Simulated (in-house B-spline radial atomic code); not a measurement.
**PBEsol excitations of the lutetium ion Lu⁺**

Method: PBEsol. Computed with a B-spline radial code for spherical atoms: linear response of the closed shell [Xe] 4f14 6s2 with the functional's adiabatic kernel; scalar-relativistic (spin-free one-electron X2C), finite nucleus, no spin-orbit coupling, no double excitations, S, P, D and F terms only; shells from n = 4 respond. Only terms of natural parity with L up to 3 were computed.

Spin-orbit coupling is strong here, so these LS terms don't match observed levels.

Command:
```bash
python run_td.py task.json out
```
Settings (radii: box in bohr, nucleus in fm):
```
Z                        71
electrons                70
configuration            [Xe] 4f14 6s2
hamiltonian              x2c
method                   pbesol
box_radius               41.61
rms_radius               5.37
intervals                74
```

Run time, properties included: 2 s on 1 thread of Intel(R) Xeon(R) Platinum 8559C (Emerald Rapids), with other jobs on the host.

The lowest states, in the order of their Tamm-Dancoff energies; the method's threshold (minus the highest occupied level) is 11.070 eV. Labels give the largest channel, * marks a mixed state, and oscillator strengths are full-response dipole values. Measured ¹D terms are left out, since they can mix with doubly excited terms. Semilocal kernels can invert the small singlet-triplet splittings of Rydberg terms. Energies in eV:

```json
{"state": "6s → 5d 3D", "full response": "0.908", "Tamm-Dancoff": "1.169", "oscillator strength": "-", "measured (J-weighted term)": "1.628"}
{"state": "6s → 5d 1D", "full response": "?", "Tamm-Dancoff": "?", "oscillator strength": "-", "measured (J-weighted term)": "-"}
{"state": "6s → 6p 3P", "full response": "3.583", "Tamm-Dancoff": "3.690", "oscillator strength": "-", "measured (J-weighted term)": "3.789"}
{"state": "6s → 6p 1P", "full response": "?", "Tamm-Dancoff": "?", "oscillator strength": "?", "measured (J-weighted term)": "?"}
{"state": "6s → 7s 3S", "full response": "7.734", "Tamm-Dancoff": "7.740", "oscillator strength": "-", "measured (J-weighted term)": "7.907"}
{"state": "6s → 7s 1S", "full response": "8.029", "Tamm-Dancoff": "8.042", "oscillator strength": "-", "measured (J-weighted term)": "8.553"}
{"state": "6s → 6d 1D", "full response": "8.641", "Tamm-Dancoff": "8.649", "oscillator strength": "-", "measured (J-weighted term)": "-"}
{"state": "6s → 6d 3D", "full response": "8.645", "Tamm-Dancoff": "8.653", "oscillator strength": "-", "measured (J-weighted term)": "-"}
```

Question: Where does 6s → 6p 1P lie?

Answer: At 5.242 eV in full response, 5.401 eV in Tamm-Dancoff, oscillator strength 1.99; measured 4.739 eV.

Question: Where does 6s → 5d 1D lie?

Answer: At 2.037 eV in full response, 2.062 eV in Tamm-Dancoff.

Question: How large is the singlet-triplet splitting of 6s → 5d (D terms) in Tamm-Dancoff?

Answer: 0.893 eV, from the unrounded values.

Question: What polarisabilities and dispersion coefficient does the method give?

Answer: Dipole 59.65 bohr³, quadrupole 991.9 bohr⁵, C6 594.6 hartree·bohr⁶ for two such species.
